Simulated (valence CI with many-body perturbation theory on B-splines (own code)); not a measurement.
Pb61+: one-electron terms

Calculated by relativistic CI+MBPT: three valence electrons over a frozen Dirac-Fock core [Ar], radial functions for each j: 7 s, 7 p, 8 d, 6 f, 4 g, 1 h, with the one-electron correlation potential Σ1 (screened to all orders), the two-electron term Σ2, the three-electron term Σ3, Breit, model QED; selected single and double excitations, second order for the rest, scaled by the run's own slope (own B-spline code, finite nucleus).

The last digits are not significant, and no measured levels were compared; by estimate large intervals hold to a few tenths of a per cent, small ones and those within an open d or f shell to about a per cent. Excitations out of the core, of the other parity, are not computed and may begin above about 266 eV (a cautious bound); beyond it only levels of the ground parity were kept, without lifetimes. Only levels of the ground parity were solved; by the run's estimate the other parity begins above the list, which can be wrong where configurations are misplaced.

These are the spectroscopic orbitals of the CI (the correlating ones are not listed), shaped by the core and the other valence electrons. h is the expectation value of the core's Dirac-Fock operator, without the valence repulsion; Σ1 is computed up to l = 3 at one energy for each symmetry, that of its lowest orbital but kept below the first core excitation, so for empty shells it is not the orbital's own correlation shift; Breit and QED include the response of the core.

```
Orbital  h (hartree)  Σ1 (cm⁻¹)  Breit (cm⁻¹)  QED (cm⁻¹)  ⟨r⟩ (bohr)
  4s1/2      -154.52      -8930         25398       20013      0.3171
  5s1/2      -95.066      -3438         12130        9807      0.5148
  6s1/2      -64.361      -1729          6618        5482      0.7614
  4p1/2       -150.8     -11732         40693        1583      0.3100
  5p1/2       -93.22      -4228         19824         800      0.5102
  6p1/2      -63.317      -2084         10893         454      0.7594
  4p3/2      -142.78     -10555         22430        3064      0.3288
  5p3/2      -89.291      -4026         11108        1544      0.5336
  6p3/2      -61.106      -2025          6900         878      0.7875
  3d3/2      -254.57     -22667         48704       -3046      0.1447
  4d3/2      -137.81     -11724         18948        -863      0.3079
  5d3/2      -86.892      -4500          9251        -383      0.5175
  3d5/2      -249.88     -19809         26405        -495      0.1487
  4d5/2         -136     -10858         10201        65.0      0.3129
  5d5/2      -85.983      -4096          4933        74.5      0.5236
  4f5/2      -131.63     -30487          3359        -745      0.2752
  5f5/2      -83.959     -11583          1452        -347      0.4897
  4f7/2      -130.94     -22678           496        -316      0.2776
  5f7/2      -83.591      -8689           334        -128      0.4925
  5g7/2      -82.409                      332        -117      0.4376
  5g9/2      -82.227                    -32.5        -5.2      0.4392
```

Among the shells of the start configuration 3d3, Σ1 is largest in size for 3d3/2, where it is 0.041 % of h.

Lowest root of each symmetry, sizes in configuration state functions:

```tsv
J	Parity	Roots	Reference	Variational	Second order	Change by selected CI (cm⁻¹)	Change by second order (cm⁻¹)
1/2	even	2	54	2138	229	-6660	0
3/2	even	5	90	3917	2399	-6787	0
5/2	even	5	102	4709	2524	-4898	0
7/2	even	3	89	4529	504	-5858	-1
9/2	even	3	68	3855	423	-5681	0
11/2	even	1	37	2587	565	-5741	-1
```
